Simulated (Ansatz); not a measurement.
Total energies of Rb₂H (the lowest doublet isomer of a short search) from Ansatz at PBE-D4/def2-TZVP, gas phase (1 Eh = 27.2114 eV = 2625.5 kJ/mol). The reference geometry is relaxed at B3LYP-D4/def2-TZVP.

Cartesian coordinates in Å:
```
Rb 0.486 1.875 1.019
Rb -0.577 -2.112 -0.046
H 0.091 0.237 -0.973
```

| state | geometry | energy (Eh) |
| --- | --- | --- |
| charge 0 doublet | reference | -48.75022 |
| charge 1 singlet | reference | -48.61756 |
| charge 1 singlet | relaxed at B3LYP-D4/def2-TZVP | -48.63385 |
| charge 0 quartet | relaxed at B3LYP-D4/def2-TZVP | -48.68533 |
| free Rb atom (doublet) | – | -24.08221 |
| free H atom (doublet) | – | -0.49962 |

In the def2 sets Rb takes a core potential; there is no spin–orbit coupling.

Work out the vertical ionisation energy to the singlet.

E(charge 1 singlet) − E(charge 0 doublet) = -48.61756 − (-48.75022) = 0.13266 Eh = 3.61 eV. For comparison, −ε of the highest occupied level of the spin that leaves is 1.98 eV at this level, 1.63 eV less.

How much does the charge 1 singlet relax, and what is the adiabatic ionisation energy?

Relaxation: -48.61756 − (-48.63385) = 0.01629 Eh = 0.44 eV. Adiabatic ionisation energy: 0.11637 Eh = 3.17 eV, without zero-point energy. 

Which of the charge 0 states is lowest, and how far above it are the others?

The doublet. quartet: -48.68533 − (-48.75022) = 0.06489 Eh = 170.4 kJ/mol. The quartet differs in its bonds from the reference.

What is the binding energy per atom against free atoms?

Atoms: 2 × (-24.08221) + 1 × (-0.49962) = -48.66404 Eh. Binding: -48.66404 − (-48.75022) = 0.08618 Eh = 2.35 eV, or 0.78 eV for each of 3 atoms (no zero-point energy, no counterpoise term).

The structure comes from a short search, and lower isomers may exist.
